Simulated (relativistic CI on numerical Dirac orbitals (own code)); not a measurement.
Level scheme of Ge I

Calculated at this level of theory: Dirac-Coulomb-Breit CI, orbitals from a KLI potential per configuration, a model potential for QED, valence Slater integrals scaled by 0.85, configuration energies shifted to the measured levels that pair with them (semi-empirical) (own radial code, finite nucleus).

CI space (outside the closed core [Ar] 3d10): 4s²4p², 4s²4p5s, 4s4p³, 4s²4p5p, 4s²4p4d, 4s²4p6s, 4s²4p6p, 4s²4p5d, 4s²4p4f, 4s²4p6d, 4s²4p5f, 4s²4p5g, 4s²4d², 4s²4p6f, 4p⁴. Levels of other configurations are missing.

The lowest level is 4s²4p² ³P0, with 98 % of that term; Hund's rules for 4s²4p² give ³P with J = 0, in agreement.

| No. | Configuration | Term | J | E (eV) | % | Landé g | jj configuration (%) |
| --- | --- | --- | --- | --- | --- | --- | --- |
| 1 | 4s²4p² | ³P | 0 | 0.0000 | 98 |  | 4p1/2^2 (74) |
| 2 | 4s²4p² | ³P | 1 | 0.0643 | 99 | 1.501 | 4p1/2 4p3/2 (99) |
| 3 | 4s²4p² | ³P | 2 | 0.1624 | 98 | 1.497 | 4p3/2^2 (57) |
| 4 | 4s²4p² | ¹D | 2 | 0.9968 | 98 | 1.004 | 4p1/2 4p3/2 (58) |
| 5 | 4s²4p² | ¹S | 0 | 1.6918 | 94 |  | 4p3/2^2 (71) |
| 6 | 4s²4p5s | ³P° | 0 | 4.6412 | 100 |  | 4p1/2 5s (100) |
| 7 | 4s²4p5s | ³P° | 1 | 4.6756 | 89 | 1.446 | 4p1/2 5s (92) |
| 8 | 4s²4p5s | ³P° | 2 | 4.8489 | 100 | 1.501 | 4p3/2 5s (100) |
| 9 | 4s²4p5s | ¹P° | 1 | 4.9899 | 86 | 1.055 | 4p3/2 5s (90) |
| 10 | 4s4p³(4S°) | ⁵S° | 2 | 5.1983 | 100 | 2.001 | 4s 4p1/2 4p3/2^2 (55) |
| 11 | 4s²4p5p | ³D | 1 | 5.7313 | 53 | 0.758 | 4p1/2 5p1/2 (94) |
| 12 | 4s²4p5p | ³D | 1 | 5.8128 | 33 | 1.102 | 4p1/2 5p3/2 (84) |
| 13 | 4s²4p5p | ³D | 2 | 5.8192 | 80 | 1.186 | 4p1/2 5p3/2 (88) |
| 14 | 4s²4p5p | ³P | 0 | 5.8852 | 93 |  | 4p1/2 5p1/2 (87) |
| 15 | 4s²4p5p | ³P | 1 | 5.9715 | 45 | 1.283 | 4p3/2 5p3/2 (51) |
| 16 | 4s²4p5p | ³D | 3 | 5.9819 | 100 | 1.334 | 4p3/2 5p3/2 (100) |
| 17 | 4s²4p4d | ¹D° | 2 | 6.0313 | 64 | 0.962 | 4p1/2 4d3/2 (60) |
| 18 | 4s²4p5p | ³P | 2 | 6.0413 | 79 | 1.423 | 4p3/2 5p1/2 (60) |
| 19 | 4s²4p4d | ³D° | 2 | 6.0597 | 54 | 1.036 | 4p1/2 4d5/2 (57) |
| 20 | 4s²4p4d | ³D° | 1 | 6.0767 | 82 | 0.573 | 4p1/2 4d3/2 (71) |
| 21 | 4s²4p5p | ³S | 1 | 6.0778 | 73 | 1.859 | 4p3/2 5p1/2 (65) |
| 22 | 4s²4p4d | ³D° | 3 | 6.0941 | 50 | 1.218 | 4p1/2 4d5/2 (77) |
| 23 | 4s²4p5p | ¹D | 2 | 6.1502 | 85 | 1.059 | 4p3/2 5p3/2 (63) |
| 24 | 4s²4p4d | ³F° | 2 | 6.2185 | 45 | 0.893 | 4p3/2 4d3/2 (72) |
| 25 | 4s²4p4d | ³F° | 3 | 6.2431 | 55 | 1.193 | 4p3/2 4d5/2 (46) |
| 26 | 4s²4p4d | ³F° | 4 | 6.2897 | 99 | 1.251 | 4p3/2 4d5/2 (99) |
| 27 | 4s²4p5p | ¹S | 0 | 6.3179 | 87 |  | 4p3/2 5p3/2 (82) |
| 28 | 4s²4p4d | ³P° | 2 | 6.3466 | 83 | 1.443 | 4p3/2 4d5/2 (65) |
| 29 | 4s²4p4d | ³P° | 1 | 6.3800 | 87 | 1.408 | 4p3/2 4d3/2 (78) |
| 30 | 4s²4p4d | ³P° | 0 | 6.4066 | 97 |  | 4p3/2 4d3/2 (97) |
| 31 | 4s²4p4d | ¹P° | 1 | 6.4902 | 48 | 1.114 | 4p3/2 4d5/2 (46) |
| 32 | 4s²4p4d | ¹F° | 3 | 6.5302 | 87 | 1.008 | 4p3/2 4d3/2 (51) |
| 33 | 4s²4p6s‡ | ³P° | 0 | 6.5328 | 99 |  | 4p1/2 6s (99) |
| 34 | 4s²4p6s‡ | ³P° | 1 | 6.5837 | 62 | 1.315 | 4p1/2 6s (55) |
| 35 | 4s²4p6s‡ | ³P° | 2 | 6.7461 | 99 | 1.501 | 4p3/2 6s (99) |
| 36 | 4s²4p6s‡ | ¹P° | 1 | 6.7978 | 67 | 1.080 | 4p3/2 6s (82) |
| 37 | 4s²4p6p‡ | ³D | 1 | 6.8941 | 71 | 0.674 | 4p1/2 6p1/2 (99) |
| 38 | 4s²4p6p‡ | ³P | 1 | 6.9241 | 46 | 1.423 | 4p1/2 6p3/2 (99) |
| 39 | 4s²4p6p‡ | ³D | 2 | 6.9310 | 64 | 1.187 | 4p1/2 6p3/2 (97) |
| 40 | 4s²4p6p‡ | ³P | 0 | 6.9647 | 89 |  | 4p1/2 6p1/2 (90) |
| 41 | 4s²4p5d‡ | ³D° | 2 | 6.9695 | 53 | 1.177 | 4p1/2 5d5/2 (77) |
| 42 | 4s²4p5d‡ | ³F° | 2 | 6.9934 | 53 | 0.851 | 4p1/2 5d3/2 (88) |
| 43 | 4s²4p5d‡ | ³D° | 1 | 6.9959 | 71 | 0.616 | 4p1/2 5d3/2 (62) |
| 44 | 4s²4p5d‡ | ³D° | 3 | 7.0183 | 48 | 1.223 | 4p1/2 5d5/2 (71) |
| 45 | 4s²4p6p‡ | ¹P | 1 | 7.1108 | 55 | 1.089 | 4p3/2 6p3/2 (67) |
| 46 | 4s²4p6p‡ | ³D | 3 | 7.1188 | 100 | 1.334 | 4p3/2 6p3/2 (100) |
| 47 | 4s²4p6p‡ | ³P | 2 | 7.1358 | 69 | 1.393 | 4p3/2 6p1/2 (66) |
| 48 | 4s²4p6p‡ | ³S | 1 | 7.1482 | 66 | 1.817 | 4p3/2 6p1/2 (68) |
| 49 | 4s²4p5d‡ | ³F° | 3 | 7.1636 | 55 | 1.186 | 4p3/2 5d5/2 (44) |
| 50 | 4s²4p5d‡ | ³F° | 2 | 7.1682 | 33 | 0.973 | 4p3/2 5d3/2 (82) |
| 51 | 4s²4p6p‡ | ¹D | 2 | 7.1809 | 75 | 1.087 | 4p3/2 6p3/2 (66) |
| 52 | 4s²4p5d‡ | ³P° | 2 | 7.2115 | 63 | 1.332 | 4p3/2 5d5/2 (87) |
| 53 | 4s²4p5d‡ | ³F° | 4 | 7.2202 | 97 | 1.251 | 4p3/2 5d5/2 (97) |
| 54 | 4s²4p5d‡ | ³P° | 1 | 7.2249 | 81 | 1.358 | 4p3/2 5d3/2 (76) |
| 55 | 4s²4p4f‡ | ³G | 4 | 7.2343 | 40 | 1.091 | 4p1/2 4f7/2 (100) |
| 56 | 4s²4p4f‡ | ³G | 3 | 7.2345 | 71 | 0.837 | 4p1/2 4f5/2 (94) |
| 57 | 4s²4p4f‡ | ³D | 3 | 7.2349 | 49 | 1.184 | 4p1/2 4f7/2 (94) |
| 58 | 4s²4p4f‡ | ³F | 2 | 7.2354 | 50 | 0.865 | 4p1/2 4f5/2 (99) |
| 59 | 4s²4p5d‡ | ³P° | 0 | 7.2478 | 96 |  | 4p3/2 5d3/2 (96) |
| 60 | 4s²4p6p‡ | ¹S | 0 | 7.2882 | 84 |  | 4p3/2 6p3/2 (88) |
| 61 | 4s²4p5d‡ | ¹P° | 1 | 7.3270 | 45 | 0.955 | 4p1/2 6d3/2 (42) |
| 62 | 4s²4p5d‡ | ¹F° | 3 | 7.3311 | 53 | 1.043 | 4p3/2 5d3/2 (40) |
| 63 | 4s²4p6d‡ | ³D° | 2 | 7.3937 | 42 | 1.213 | 4p1/2 6d5/2 (85) |
| 64 | 4s²4p6d‡ | ³F° | 2 | 7.4066 | 61 | 0.833 | 4p1/2 6d3/2 (92) |
| 65 | 4s²4p4f‡ | ³F | 4 | 7.4407 | 72 | 1.187 | 4p3/2 4f7/2 (95) |
| 66 | 4s²4p4f‡ | ¹F | 3 | 7.4408 | 40 | 0.955 | 4p3/2 4f5/2 (92) |
| 67 | 4s²4p4f‡ | ³D | 3 | 7.4479 | 50 | 1.192 | 4p3/2 4f7/2 (91) |
| 68 | 4s²4p4f‡ | ³F | 2 | 7.4481 | 49 | 0.872 | 4p3/2 4f5/2 (92) |
| 69 | 4s²4p4f‡ | ¹G | 4 | 7.4540 | 55 | 1.023 | 4p3/2 4f5/2 (96) |
| 70 | 4s²4p4f‡ | ³G | 5 | 7.4543 | 100 | 1.200 | 4p3/2 4f7/2 (100) |

Energies count from the lowest computed level; ° marks odd parity. Percentages are summed over parent terms; the parents shown are those of the largest component, closed shells are left out there. Filled j subshells are mostly left out of the jj labels. ‡ marks configurations that were not tied to measured data.

The mean weight of the leading LS term, summed over parents, in these 70 levels is 72 %, and that of the leading jj configuration (from the same eigenvectors) 79 %.

Configurations whose levels could be paired with our table of measured levels were shifted onto them, all but the ground configuration, by the median error of their levels; single terms can still be off by 1,000 to 2,000 cm⁻¹ or more, and rates follow the energies as ν³ (E1, M1) or ν⁵ (E2). The others borrow a shift and can be off by several thousand cm⁻¹ or more. The fine structure of a lone outer electron comes out too small, for d and f at times inverted, and misplaced configurations move strength between like terms. 23 of the 31 excited levels that our extract of the measured tables holds in this range could be paired (the sources list more); they are missed by 244 cm⁻¹ on average and 2722 at most, after the shifts were fitted to these levels, and levels without a partner can miss by more.

Landé's interval rule says that E(J) − E(J−1) = AJ with one A. For the ground term the intervals give A = 518.8, 395.4 cm⁻¹ for J = 1, 2; the multiplet is regular.

LS names give the leading component of a level, which can be under half, so a name can repeat, a term be missing and a line seem to break the LS rules.
